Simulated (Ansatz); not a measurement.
Reactions of ClH₈NSi₃, SMILES `[SiH3]N([SiH3])[SiH2]Cl`.

Computed with Ansatz on PBE0-D4/def2-TZVP structures; ΔE is electronic, products minus reactants. CBS: MP2 limit from def2 TZ/QZ plus the TZ coupled-cluster correction, frozen cores. This one scheme is used for every species, atoms too. DFT in def2-TZVPP. B3LYP here is the variant with VWN-RPA as its local correlation; programs differ in this. No spin–orbit coupling; open shells (•) take unrestricted orbitals. Spin–orbit coupling would lower the free atoms: a little for Cl. For Sc outer-core shells are correlated without core-valence functions, so the limit isn't a true one: a few kJ/mol of doubt a bond, and 10 to 20 or more in all where bonds break to atoms. Scalar relativity is left out up to krypton. One conformer a species, not always the lowest.

| reaction | B3LYP-D4 (eV) | B2PLYP (eV) | ωB97M-V (eV) | CCSD(T)/CBS(def2) (eV) |
| --- | --- | --- | --- | --- |
| `[SiH3]N([SiH3])[SiH2]Cl` + `[NH2][Sc]([OH])[OH]` → `[NH2][Sc]([OH])[O][SiH3]` + `[SiH3]N[SiH2]Cl` | -0.60 | -0.68 | -0.58 | -0.60 |
| `[SiH3]N([SiH3])[SiH2]Cl` → HCl + `[SiH]N([SiH3])[SiH3]` | 2.84 | 2.84 | 2.87 | 2.92 |
| `[SiH3]N([SiH3])[SiH2]Cl` + `B1CN1` → `[SiH3]C1BN1` + `[SiH3]N[SiH2]Cl` | 0.62 | 0.58 | 0.61 | 0.63 |
| `[SiH3]N([SiH3])[SiH2]Cl` → `[SiH3]N[SiH2]Cl` + `[SiH2]` | 2.96 | 2.92 | 2.96 | 3.02 |
| `[SiH3]N([SiH3])[SiH2]Cl` + `C[NH][AlH][F]` → `C[N]([SiH3])[AlH][F]` + `[SiH3]N[SiH2]Cl` | 0.07 | 0.03 | 0.05 | 0.06 |
| `[SiH3]N([SiH3])[SiH2]Cl` → H₂ + `[SiH3]N([SiH3])[Si]Cl` | 1.50 | 1.55 | 1.52 | 1.60 |
| `[SiH3]N([SiH3])[SiH2]Cl` + `C=CN[SiH3]` → `C=CN([SiH3])[SiH2]Cl` + `[SiH3]N[SiH3]` | 0.22 | 0.22 | 0.19 | 0.19 |
| `[SiH3]N([SiH3])[SiH2]Cl` + H–F → `F[SiH2]N([SiH3])[SiH3]` + HCl | -0.45 | -0.50 | -0.44 | -0.41 |
| `[SiH3]N([SiH3])[SiH2]Cl` + Cl• → `[SiH2]N([SiH3])[SiH2]Cl`• + HCl | -0.46 | -0.43 | -0.44 | -0.45 |

Largest T1 diagnostic: 0.016, for `[NH2][Sc]([OH])[OH]`.
